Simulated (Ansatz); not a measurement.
Consider the substitution at a C–N bond: `CC(C)(C)[NH][InH2]` + `[CH3][SnH]([NH2])[F]` → `[CH3][SnH]([F])[NH]C(C)(C)C` + `[NH2][InH2]`.

Isolated molecules relaxed with PBE0-D4/def2-TZVP in Ansatz; ΔE leaves out vibrations. CBS: MP2 limit from def2 TZ/QZ plus the TZ coupled-cluster correction, frozen cores. Functionals use def2-TZVPP. def2 core potentials past Kr. For In, Sn outer-core shells are correlated without core-valence functions, which leaves a few kJ/mol of doubt a bond. Each species was taken in one conformer, which may not be the lowest.

| species | RPA@PBE/def2-TZVPP energy (Eh) |
| --- | --- |
| `CC(C)(C)[NH][InH2]` | -404.08461 |
| `[CH3][SnH]([NH2])[F]` | -410.16791 |
| `[CH3][SnH]([F])[NH]C(C)(C)C` | -567.48930 |
| `[NH2][InH2]` | -246.76258 |

**Question.** Work out ΔE.

**Answer.** ΔE = (-567.48930) + (-246.76258) − (-404.08461) − (-410.16791) = 0.00064 Eh = +1.7 kJ/mol. CCSD(T)/CBS gives +1.6 kJ/mol.

Largest T1 diagnostic among the species: 0.016.

From BLYP to BHLYP (50 % exact exchange), in def2-TZVPP and without D4, ΔE moves by −3.1 kJ/mol. The D4 term adds −3.7 kJ/mol with B3LYP and −2.5 kJ/mol with PBE0; it sums over pairs of atoms, weighted by their polarisabilities, and B3LYP, whose exchange is more repulsive, gets the larger term. Leaving LDA and LC-ωPBE aside and taking each functional with its dispersion term where it has one, the values, not all of them listed here, spread over 4.7 kJ/mol, from ωB97X-V to B2PLYP.

B3LYP here is the variant with VWN-RPA as its local correlation; programs differ in this.
